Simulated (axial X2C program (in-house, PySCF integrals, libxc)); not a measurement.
# ZnH⁺ along the bond: PBEsol, 2c

All values were computed with an axial X2C code built on PySCF integrals. Two-component (2c) means X2C with spin–orbit coupling and atomic mean-field two-electron Coulomb and Gaunt terms. Basis: Zn dyall-cv3z [9s10p6d3f2g], H dyall-v3z [6s2p1d] (cores contracted in-house); Gaussian nuclei, density fitting, unrestricted open shells. Masses: Zn 63.929 u, H 1.008 u.

State: Ω = 0 (closed shell). Dipoles are positive if H is the positive end and refer to the centre of mass.

```json
{"R (Å)": "1.317", "μ (D)": "-1.231", "HOMO (eV)": "-16.17", "LUMO (eV)": "-11.05"}
{"R (Å)": "1.378", "μ (D)": "-1.147", "HOMO (eV)": "-16.08", "LUMO (eV)": "-11.11"}
{"R (Å)": "1.423", "μ (D)": "-1.077", "HOMO (eV)": "-16.00", "LUMO (eV)": "-11.14"}
{"R (Å)": "1.469", "μ (D)": "-1.002", "HOMO (eV)": "-15.92", "LUMO (eV)": "-11.18"}
{"R (Å)": "1.514", "μ (D)": "-0.923", "HOMO (eV)": "-15.84", "LUMO (eV)": "-11.22"}
{"R (Å)": "1.567", "μ (D)": "-0.825", "HOMO (eV)": "-15.74", "LUMO (eV)": "-11.26"}
{"R (Å)": "1.620", "μ (D)": "-0.722", "HOMO (eV)": "-15.63", "LUMO (eV)": "-11.30"}
{"R (Å)": "1.688", "μ (D)": "-0.583", "HOMO (eV)": "-15.49", "LUMO (eV)": "-11.36"}
{"R (Å)": "1.771", "μ (D)": "-0.402", "HOMO (eV)": "-15.32", "LUMO (eV)": "-11.43"}
{"R (Å)": "1.893", "μ (D)": "-0.123", "HOMO (eV)": "-15.08", "LUMO (eV)": "-11.53"}
```

(1) The minimum lies at 1.511 Å. What is the dipole moment there?

The state is a single determinant with fixed occupations, the lowest that a limited PBE0 search found. Closed shells are restricted here (equal orbitals for both partners); the stretched side of such a curve lies too high.

Answers

(1) At PBEsol, 2c, with the sign and origin stated: μ = -0.93 D.
